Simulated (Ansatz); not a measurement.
Sn₃O₃⁻, 6 atoms. Hardware: 4 threads of Intel Xeon Platinum 8259CL on a shared host.

In the def2 sets Sn takes a core potential; there is no spin–orbit coupling. Correlated methods freeze 15 core orbitals; core or outer-core shells of Sn are correlated, in sets that lack core-valence functions.

Task: How many basis functions does each of these Ansatz runs have, and roughly what does it cost? PBE0-D4/def2-TZVPD, charge -1 doublet, energy, from earlier orbitals; B2PLYP/def2-TZVPD, charge -1 doublet, energy, from earlier orbitals; B3LYP-D4/def2-SVPD, charge -1 doublet, relaxation, 14 steps; PBE0-D4/def2-SVP, charge -1 doublet, energy with a search over starts; PBE-D4/def2-TZVPD, charge -1 doublet, energy and forces, from earlier orbitals; RPA@PBE/def2-TZVPD, charge -1 doublet, energy, from earlier orbitals; r2SCAN-D4/def2-TZVPD, charge -1 doublet, energy, from earlier orbitals; MP2/def2-TZVPD, charge -1 doublet, energy, from earlier orbitals.

Result: Other jobs shared the machine, so times can vary by a factor of up to 3. A dash marks memory too small to be measured apart from the calling script's.

```tsv
run	functions	fitting or Cholesky vectors	wall time	peak host memory (GiB)
PBE0-D4/def2-SVP, charge -1 doublet, energy with a search over starts	120	1410	7.5 s	–
PBE-D4/def2-TZVPD, charge -1 doublet, energy and forces, from earlier orbitals	288	1764	8 s	0.64
r2SCAN-D4/def2-TZVPD, charge -1 doublet, energy, from earlier orbitals	288	1764	15 s	0.75
RPA@PBE/def2-TZVPD, charge -1 doublet, energy, from earlier orbitals	288	2281	20 s	1.5
PBE0-D4/def2-TZVPD, charge -1 doublet, energy, from earlier orbitals	288	2016	27 s	1.4
MP2/def2-TZVPD, charge -1 doublet, energy, from earlier orbitals	288	2281	30 s	1.5
B2PLYP/def2-TZVPD, charge -1 doublet, energy, from earlier orbitals	288	2281	35 s	1.8
B3LYP-D4/def2-SVPD, charge -1 doublet, relaxation, 14 steps	165	2086	1.7 min	0.8
```
